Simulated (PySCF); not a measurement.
C2H5IMg, SMILES [I][Mg][CH2]C.

Geometry: PBE0-D3(BJ)/def2-SVP. The structure was generated by enumeration; whether it is a known compound was not checked. The def2 effective core potentials stand for the cores of I; spin–orbit coupling is left out. The values are those of a single conformer.

Two levels are set side by side: TDA-PBE/def2-SVPD (PySCF) and TDA-CAM-B3LYP/def2-SVPD (PySCF). Vertical, same geometry. The lowest singlet is HOMO−1→LUMO 99 % with PBE and HOMO−2→LUMO 87 % with the other functional; states are paired by order. Differences are taken from unrounded values.

| quantity | TDA-CAM-B3LYP |
|---|---|
| lowest singlet excitation (eV) | 5.22 |
| lowest triplet excitation (TDA) (eV) | 4.14 |
| first bright state (f over 0.05) (eV) | 5.32 |
| its oscillator strength | 0.33 |

Task: What does TDA-PBE give, and how far is it from TDA-CAM-B3LYP? (The exact figures need the calculation; the answer reports its results.)

Result: 
| quantity | TDA-PBE | TDA-PBE minus TDA-CAM-B3LYP |
|---|---|---|
| lowest singlet excitation (eV) | 4.51 | -0.72 |
| lowest triplet excitation (TDA) (eV) | 3.66 | -0.47 |
| first bright state (f over 0.05) (eV) | 4.73 | -0.59 |
| its oscillator strength | 0.18 | -0.15 |

Functionals without exact exchange tend to place singlet excitations lower, as here. Differences between two approximate levels are no errors against the true value.

Rough cost on one machine, each run with all the roots and properties that it gave: TDA-CAM-B3LYP against TDA-PBE about 3 times.
